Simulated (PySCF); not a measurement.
Na (SMILES [Na-]), charge -1, singlet (in this run its highest filled SCF level lies above zero, so its values depend strongly on the basis, on diffuse functions most of all); B3LYP/cc-pVDZ in PySCF.

The PySCF input:
```python
from pyscf import gto, scf, dft

mol = gto.Mole()
mol.atom = '''
    Na    0.00000000    0.00000000    0.00000000
'''
mol.basis = 'cc-pvdz'
mol.charge = -1
mol.verbose = 4
mol.build()

mf = dft.RKS(mol)
mf.xc = 'b3lyp'
mf.conv_tol = 1e-4
mf.kernel()
```

The log (banner, timings and long lists left out):

```
PySCF version 2.14.0

[INPUT] verbose = 4
[INPUT] num. atoms = 1
[INPUT] num. electrons = 12
[INPUT] charge = -1
[INPUT] spin (= nelec alpha-beta = 2S) = 0
[INPUT] symmetry False subgroup None
[INPUT] Mole.unit = angstrom
[INPUT] Symbol           X                Y                Z      unit          X                Y                Z       unit  Magmom
[INPUT]  1 Na     0.000000000000   0.000000000000   0.000000000000 AA    0.000000000000   0.000000000000   0.000000000000 Bohr   0.0

nuclear repulsion = 0
number of shells = 5
number of NR pGTOs = 41
number of NR cGTOs = 18
basis = cc-pvdz
ecp = {}

******** <class 'pyscf.dft.rks.RKS'> ********
method = RKS
initial guess = minao
damping factor = 0
level_shift factor = 0
DIIS = <class 'pyscf.scf.diis.CDIIS'>
diis_start_cycle = 1
diis_space = 8
diis_damp = 0
SCF conv_tol = 0.0001
SCF conv_tol_grad = None
SCF max_cycles = 50
direct_scf = True
direct_scf_tol = 1e-13
XC library pyscf.dft.libxc version 7.1.2
    S. Lehtola, C. Steigemann, M. J. T. Oliveira, and M. A. L. Marques,  SoftwareX 7, 1–5 (2018)
XC functionals = b3lyp
    P. J. Stephens, F. J. Devlin, C. F. Chabalowski, and M. J. Frisch,  J. Phys. Chem. 98, 11623 (1994)
radial grids:
    Treutler-Ahlrichs [JCP 102, 346 (1995); DOI:10.1063/1.469408] (M4) radial grids

becke partition: Becke, JCP 88, 2547 (1988); DOI:10.1063/1.454033
pruning grids: <function nwchem_prune>
grids dens level: 3
symmetrized grids: False
atomic radii adjust function: <function treutler_atomic_radii_adjust>
small_rho_cutoff = 0
Set gradient conv threshold to 0.01
Initial guess from minao.
tot grids = 18104
init E= -162.273905801963
  HOMO = -0.102069049661059  LUMO = -0.0166000345348924  gap/eV = 2.32573
cycle= 1 E= -162.294038013589  delta_E= -0.0201  |g|= 0.0678  |ddm|= 0.562
  HOMO = 0.0627887806643415  LUMO = 0.118368328919128  gap/eV = 1.51240
cycle= 2 E= -162.307163293421  delta_E= -0.0131  |g|= 0.0207  |ddm|= 1.53
  HOMO = 0.0386669452799989  LUMO = 0.103721865043225  gap/eV = 1.77023
cycle= 3 E= -162.30770113274  delta_E= -0.000538  |g|= 0.000508  |ddm|= 0.282
  HOMO = 0.0368942458620882  LUMO = 0.102624632149106  gap/eV = 1.78861
cycle= 4 E= -162.307701778594  delta_E= -6.46e-07  |g|= 5.14e-06  |ddm|= 0.0105
  HOMO = 0.0368734157120154  LUMO = 0.102614953022419  gap/eV = 1.78892
Extra cycle  E= -162.307701778606  delta_E= -1.21e-11  |g|= 6.61e-07  |ddm|= 3.03e-05
converged SCF energy = -162.307701778606
```
